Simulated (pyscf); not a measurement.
O=V(OH)(OH)–F (SMILES [O]=[V]([OH])([OH])[F]), singlet

Gas-phase minimum from PySCF at ωB97X-D3(BJ)/def2-SVP, one conformer. 

SMILES: [O]=[V]([OH])([OH])[F]
```xyz
7

O     -1.6680    -0.3078    -0.5750
V     -0.7902     0.8129    -1.1536
O      0.0725     1.5822     0.1468
O      0.3336     0.1183    -2.2857
F     -1.8066     1.9546    -1.9475
H     -0.0726     1.3647     1.0766
H      0.3137    -0.8121    -2.5441
```

Bonds (Å): O1–V2 1.537, V2–O3 1.740, V2–O4 1.740, V2–F5 1.722, O3–H6 0.966, O4–H7 0.966. Bond angles (°): O1–V2–O3 108.9, O1–V2–O4 108.8, O1–V2–F5 108.7, O3–V2–O4 110.0, O3–V2–F5 110.1, O4–V2–F5 110.2, V2–O3–H6 123.1, V2–O4–H7 123.1.

Properties at ωB97X-D3(BJ)/def2-SVP:

| Quantity | Value |
|---|---|
| Harmonic wavenumbers, unscaled | 230, 242, 272, 286, 295, 388, 429, 650, 667, 764, 835, 859, 1212, 3899, 3905 cm⁻¹ |
| Zero-point energy | 21.3 kcal/mol |
| Rotational symmetry number | 1 |
| Entropy of this conformer at 298 K and 1 atm, rigid rotor and harmonic oscillator, modes under 100 cm⁻¹ raised to 100 | 325.8 J/(mol K) |
| Dipole moment | 2.43 D |

Single-point totals, which compare only within one level:

```
level                   total energy (hartree)
----------------------  ----------------------
ωB97X-D3(BJ)/def2-TZVP             -1271.04065
PBE/def2-TZVP                      -1270.55228
r²SCAN/def2-TZVP                   -1270.91283
B3LYP-D3(BJ)/def2-TZVP             -1271.08327
PBE0-D3(BJ)/def2-TZVP              -1270.50539
M06-2X/def2-TZVP                   -1270.83331
ωB97M-D3(BJ)/def2-TZVP             -1271.12488
```
